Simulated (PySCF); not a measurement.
Gas-phase reaction: BH + 3 CH₃CO (acetyl) + 3 H = B(OCH₃)₃ + C₃H₄ (propyne)

Method: PySCF energies plus ideal-gas RRHO corrections (1 bar). † marks an energy on the PBE0/def2-TZVP geometry and frequencies. CCSD(T) freezes the core. Open shells (unrestricted): CH₃CO (acetyl) (multiplicity 2), H (multiplicity 2); the rest are closed-shell singlets. CCSD(T) isn't extrapolated to the basis-set limit. The harmonic model lacks anharmonicity and excited electronic states, which grow with temperature; levels with a mode under 35 cm⁻¹ are left out. Internal rotation in CH₃CO (acetyl), B(OCH₃)₃ is treated as a harmonic vibration of one conformer, which makes the entropy rough.

ΔH° and ΔS° at 298 K: BLYP/def2-TZVP† -1657 kJ, -676 J/K; CCSD(T)/def2-SVP† -1714 kJ, -676 J/K; PBE0/def2-SVP† -1769 kJ, -676 J/K; ωB97M-V/def2-TZVP† -1774 kJ, -676 J/K.

Problem. With the heat capacities included, give log10 K (1 bar) at 500, 800, 1200, 1800, 2000 K from BLYP/def2-TZVP†, CCSD(T)/def2-SVP†, PBE0/def2-SVP†, ωB97M-V/def2-TZVP†.

Solution. 
```tsv
T (K)	BLYP/def2-TZVP†	CCSD(T)/def2-SVP†	PBE0/def2-SVP†	ωB97M-V/def2-TZVP†
500	137.5	143.5	149.2	149.7
800	72.1	75.8	79.4	79.7
1200	35.7	38.2	40.5	40.8
1800	11.5	13.1	14.7	14.9
2000	6.7	8.2	9.6	9.7
```
